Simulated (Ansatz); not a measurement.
Born–Oppenheimer molecular dynamics of C3H12O2Si2 (19 atoms, charge 0, multiplicity 1). It starts from a relaxed structure.

Method: Ansatz 0.2.0, RKS PBE-D4/STO-3G.

| Property | Result |
| --- | --- |
| ensemble | NVT, Langevin thermostat |
| time step | 1 fs |
| steps asked | 195 |
| set temperature | 1500 K |
| friction | 0.01 /fs |
| seed | 233890 |

First frame:

```xyz
19
Properties=species:S:1:pos:R:3
Si -0.039 -0.093 -0.127
O 0.207 -0.340 1.550
Si -1.202 -0.411 2.520
H -2.101 -1.504 2.143
H -0.741 -0.630 3.883
H -1.982 0.828 2.477
O 1.555 0.053 -0.782
C 2.325 -1.167 -0.509
H 1.935 -2.073 -1.042
H 3.363 -0.991 -0.874
H 2.391 -1.423 0.580
C -0.866 1.546 -0.549
H -1.925 1.560 -0.241
H -0.360 2.392 -0.056
H -0.832 1.722 -1.637
C -1.006 -1.530 -0.896
H -0.652 -2.508 -0.532
H -2.081 -1.455 -0.664
H -0.902 -1.520 -1.994
```

**Question.** What does the run give?

**Answer.** All steps were run.

| Property | Result |
| --- | --- |
| steps done | 195 |
| time covered | 195 fs |
| mean temperature over the second half | 1213 K |
| spread of the potential energy over the second half | 30.3 meV per atom |
| mean potential energy of the second half above the start | 140.7 meV per atom |

The mean temperature of the second half is 19 % below the set value. A run of 0.2 ps of so small a system gives no equilibrium averages. Limits of this set-up: minimal basis.

**Question.** What happens to the structure?

**Answer.** The same pairs are bonded in the first frame and the last. Pairs count as bonded within 1.25 times the sum of covalent radii (0.12 Å more for H–H). Another seed would give other details.

**Question.** How do temperature and energy run in time?

**Answer.** 
| time (fs) | T (K) | potential energy less start (eV) |
| --- | --- | --- |
| 0.0 | 1421 | 0.000 |
| 16.0 | 913 | 1.877 |
| 32.0 | 698 | 2.062 |
| 48.0 | 837 | 2.229 |
| 64.0 | 960 | 2.204 |
| 80.0 | 1146 | 2.161 |
| 96.0 | 1114 | 2.913 |
| 112.0 | 971 | 3.478 |
| 128.0 | 1246 | 3.002 |
| 144.0 | 1075 | 2.760 |
| 160.0 | 1307 | 2.162 |
| 176.0 | 1131 | 2.454 |
| 192.0 | 1515 | 2.655 |

Time of the run: 18 min on 1 thread of Arm Neoverse V1 (shared host), peak memory 0.12 GiB.
